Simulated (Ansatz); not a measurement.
**A ladder of methods for SnH2F (SMILES [F][SnH2])**

SnH2F has 4 atoms, charge 0, and is taken as a doublet. As SMILES, `[F][SnH2]`. The coordinates come from a PBE0-D4/def2-TZVP relaxation.

Each level gives the vertical ionisation energy (to the singlet cation) (eV). The values are calculated.

| level | kind | program | value (eV) | CPU time (all runs) |
| --- | --- | --- | --- | --- |
| USVWN5/STO-3G | LDA | Ansatz | 5.55 | 2.6 s |
| UBLYP/STO-3G | GGA | Ansatz | 5.43 | 4.1 s |
| UPBE/STO-3G | GGA | Ansatz | 5.56 | 3.9 s |
| U-r2SCAN/STO-3G | meta-GGA | Ansatz | 5.76 | 11 s |
| UB3LYP/STO-3G | global hybrid | Ansatz | 5.80 | 4.1 s |
| UPBE0/STO-3G | global hybrid | Ansatz | 5.82 | 4.2 s |
| UCAM-B3LYP/STO-3G | range-separated hybrid | Ansatz | 5.86 | 4.9 s |
| UB2PLYP/STO-3G | double hybrid | Ansatz | 5.40 | 5 s |
| RPA@PBE/STO-3G | RPA | Ansatz | 4.37 | 4.8 s |
| UCCSD/STO-3G | coupled cluster or CI | Ansatz | 4.86 | 1.3 s |

All-electron rows without a relativistic Hamiltonian named are non-relativistic. Spin-orbit coupling, which can split open shells on such heavy atoms by tenths of an eV, is left out. The values span 4.37 to 5.86 eV. All rows use very small basis sets, so even the best lies far from the true value. In the correlated wave-function rows the outer d shell of Sn is correlated, in sets not made for it. Times are those of the runs behind each value, whatever else they computed, on shared processors of several kinds: orders of magnitude only.
